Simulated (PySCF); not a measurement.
A structure optimised at PBE0-D3(BJ)/def2-SVP, used in a PySCF frequency run:

```xyz
9

O      0.1528     2.0734     0.0000
B      0.0391     0.7437     0.0000
C      1.2079    -0.3644     0.0000
N      0.6395    -1.5142     0.0000
C     -0.7950    -1.2328     0.0000
N     -1.2160    -0.0305     0.0000
H     -0.7123     2.5043     0.0000
H      2.3030    -0.2982     0.0000
H     -1.4508    -2.1156     0.0000
```

Question: Write its SMILES, formula and point group.

Answer: OB1C=NC=N1, C2H3BN2O, Cs

Question: What are its rotational constants (standard atomic weights)?

Answer: 8.4338, 3.6713, 2.5578 GHz
